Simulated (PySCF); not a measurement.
Isomers of C7H6F4, one GFN2-xTB conformer each. Single-point energies are computed at PBE0/pcSseg-1 (PySCF, gas phase, no added dispersion term), electronic only.

Question: Rank them by PBE0/pcSseg-1 energy, lowest first (kJ/mol).
A. `[CH3:1][C:2]#[C:3][CH2:4][C@@H:5]([F:6])[C:7]([F:8])=[C:9]([F:10])[F:11]` with C3–C4–C5–F6 -178°, C4–C5–C7–F8 113°
B. `F[C@@H]1C=C(C(F)(F)F)[C@@H]2C[C@H]12`

Answer: B (0.0), A (215.8).

As drawn, the lower has a three-membered ring, which the higher lacks; the higher has a C≡C bond, which the lower lacks. GFN2-xTB itself gives, in the same order: 0.0, 175.0. Both levels put the same isomer lowest.

Which frontier levels, dipoles and rotational constants go with these structures?

```tsv
SMILES	HOMO (eV, PBE0/pcSseg-1)	LUMO (eV)	dipole (D)	A, B, C (MHz)
F[C@@H]1C=C(C(F)(F)F)[C@@H]2C[C@H]12	-7.79	-1.08	2.27	2169, 736.0, 650.7
CC#CC[C@@H](F)C(F)=C(F)F	-7.46	0.07	2.34	1308, 719.4, 596.5
```
